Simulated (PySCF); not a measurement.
C2H7B. Atoms are numbered in the order given.

```xyz
10

B      0.0000     0.0000     0.5477
H      0.0000     0.0000     1.7490
C      1.3771     0.0122    -0.1930
H      2.1364     0.6250     0.3021
H      1.3310     0.2705    -1.2542
H      1.7601    -1.0205    -0.1338
C     -1.3771    -0.0122    -0.1930
H     -1.7601     1.0205    -0.1338
H     -2.1364    -0.6250     0.3021
H     -1.3310    -0.2705    -1.2542
```
Charge 0, spin multiplicity 1.

Geometry: TPSSh-D3(BJ)/def2-TZVP.

Computed with HF/pcSseg-1 (PySCF).

GIAO shieldings, no solvent; atoms alike by connectivity are averaged. δ = σ(ref) − σ: ¹¹B against BF3 (σ = 102.7 ppm); ¹H against TMS (σ = 31.99 ppm); ¹³C against TMS (σ = 192.6 ppm), references at their B3LYP-D3(BJ)/def2-TZVP geometries, non-relativistic.

Computed chemical shifts:
```json
[
 {"nucleus": "¹¹B", "atoms": "B1", "count": "1", "δ (ppm)": "70.1"},
 {"nucleus": "¹H", "atoms": "H2", "count": "1", "δ (ppm)": "7.15"},
 {"nucleus": "¹H", "atoms": "H4, H5, H6, H8, H9, H10", "count": "6", "δ (ppm)": "1.05"},
 {"nucleus": "¹³C", "atoms": "C3, C7", "count": "2", "δ (ppm)": "15.7"}
]
```
